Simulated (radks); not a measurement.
Q: These are the eigenvalues of the occupied orbitals of an atom or ion with whole-number occupations (hartree). All-electron calculation, scalar-relativistic Kohn-Sham, r2SCAN, spin-unpolarised, spherical densities, finite nucleus; meta-GGA in the generalised Kohn-Sham scheme; Fermi nuclear charge, rms radius of each element as measured or else 0.836 A^(1/3) + 0.57 fm. Program: a radial shooting solver on a logarithmic mesh with Libxc functionals.

1s: -19.82157
2s: -1.50896
2p: -0.90653

Which element is it, and in what charge state? The configuration may be excited.

A: Z = 8, oxygen, charge +1: O+ in [He] 2s2 2p3. The list shows which subshells hold electrons but not how many an open one holds; the 1s level, -19.822 hartree, gives Z - s = 6.3 by -(Z - s)^2/2, which with screening and relativity narrows Z to a few neighbours, and the depths of the outer levels then fix element, charge and occupations together.
